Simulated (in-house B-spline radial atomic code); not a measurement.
The numbers below are computed, except where a source is named.
# Correlation energy from the adiabatic connection: −V exp(−r²/w²), V = 10.2, w = 13.0

Two electrons in a singlet, external potential −V exp(−r²/w²), V = 10.2, w = 13.0 (atomic units). Full CI in B-splines (partial waves to l = 8, correlation up to 0.6 % small) with the density held fixed gives W(λ) = <V_ee>_λ − U, and E_c is the integral of W(λ) − W(0) from 0 to 1.

```
   λ  W(λ) − W(0) (hartree)
   0                0.00000
0.02               -0.00201
0.05               -0.00493
0.12               -0.01138
0.25               -0.02210
 0.4               -0.03275
 0.6               -0.04464
 0.8               -0.05445
   1               -0.06267
```

(1) Integrate the table by the trapezoid rule.

(2) Now use only three numbers: W(0) = -0.41723, the initial slope W'(0) = -0.1014 (extrapolated from the first points) and the strong-coupling limit of the point-charge-plus-continuum model, W∞ = -0.56839. What do second-order theory and the interpolation W(λ) = W∞ + (W(0) − W∞)/√(1 + 2χλ) of Seidl, Perdew and Levy give?

## Answers

(1) The strips give -0.00002, -0.00010, -0.00057, -0.00218, -0.00411, -0.00774, -0.00991, -0.01171, which sum to -0.03635 hartree. The direct value, W(1) − W(0) + T_c with T_c = 0.02619, is -0.03648; the curve is convex, so chords lie above it and the trapezoids fall short in size by 0.37 %.

(2) Second order keeps the slope alone: E_c = W'(0)/2 = -0.05070, +39 % in size against -0.03648. Matching the slope fixes χ = W'(0)/(W∞ − W(0)) = -0.1014/(-0.15116) = 0.67081. Integrating, with s = √(1 + 2χ) = 1.530237, E_c = −(W(0) − W∞)(s − 1)/(s + 1) = −0.15116 × 0.530237/2.530237 = -0.03168 hartree, -13.2 % in size against the full result. At λ = 1 the formula gives W − W(0) = -0.05238 against -0.06267. Part of the miss can come from the model's W∞.
